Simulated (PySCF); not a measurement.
Isomerisation enthalpies of C9H7N

**Measured values to compare with.**

CRC Handbook of Chemistry and Physics lists, for the gas at 298.15 K: enthalpy of formation of `c1ccc2ncccc2c1` 200.5 kJ/mol; enthalpy of formation of `c1ccc2cnccc2c1` 204.6 kJ/mol.

How close the calculation comes is told at the end.

Differences of these values give the isomerisation enthalpies. Geometries: PBE0-D3(BJ)/def2-SVP; runs in PySCF, gas phase, with a dispersion term only where the level names one. Total electronic energies (Eh):

```
        SMILES  PBE0-D3(BJ)/def2-SVP  PBE0/pcSseg-1
c1ccc2ncccc2c1            -401.18808     -401.40344
c1ccc2cnccc2c1            -401.18625     -401.40140
```

Geometry of `c1ccc2ncccc2c1` (Å):
```
atom  x, y, z in Å
C1    -2.2555    0.8315    0.0298
C2    -2.3754   -0.5712   -0.1152
C3    -1.2555   -1.3677   -0.1596
C4     0.0387   -0.7951   -0.0605
N5     1.1185   -1.6153   -0.1085
C6     2.3092   -1.0780   -0.0163
C7     2.5445    0.3115    0.1315
C8     1.4653    1.1592    0.1821
C9     0.1582    0.6220    0.0860
C10   -1.0150    1.4169    0.1284
H11   -3.1559    1.4493    0.0630
H12   -3.3683   -1.0209   -0.1925
H13   -1.3175   -2.4518   -0.2709
H14    3.1636   -1.7654   -0.0581
H15    3.5675    0.6867    0.2026
H16    1.5968    2.2389    0.2954
H17   -0.9164    2.5000    0.2406
```

Geometry of `c1ccc2cnccc2c1` (Å):
```
atom  x, y, z in Å
C1    -2.1527   -0.9857    0.2750
C2    -2.3786    0.3632   -0.0900
C3    -1.3160    1.2037   -0.3263
C4     0.0116    0.7251   -0.2062
C5     1.1484    1.5460   -0.4388
N6     2.3861    1.1334   -0.3369
C7     2.5979   -0.1562    0.0128
C8     1.5894   -1.0564    0.2661
C9     0.2417   -0.6327    0.1613
C10   -0.8735   -1.4762    0.3989
H11   -3.0070   -1.6417    0.4593
H12   -3.4025    0.7323   -0.1832
H13   -1.4803    2.2470   -0.6089
H14    0.9906    2.5952   -0.7232
H15    3.6460   -0.4644    0.0888
H16    1.8199   -2.0874    0.5452
H17   -0.7008   -2.5179    0.6809
```

Zero-point and thermal terms are left out, so the computed numbers are electronic energies.

## Comparison

Relative to `c1ccc2ncccc2c1`, the lowest by measurement, in kJ/mol (measured: enthalpies at 298.15 K; computed: electronic energies):

| SMILES | measured | PBE0-D3(BJ)/def2-SVP | PBE0/pcSseg-1 |
| --- | --- | --- | --- |
| c1ccc2ncccc2c1 | 0.0 | 0.0 | 0.0 |
| c1ccc2cnccc2c1 | 4.1 | 4.8 | 5.3 |

Measured values: 200.5 kJ/mol (298.15 K; CRC Handbook of Chemistry and Physics) for the first row; the others come from the same table. Unsigned miss: PBE0-D3(BJ)/def2-SVP 0.7, PBE0/pcSseg-1 1.2 kJ/mol. Where a level misses, the cause wasn't examined.
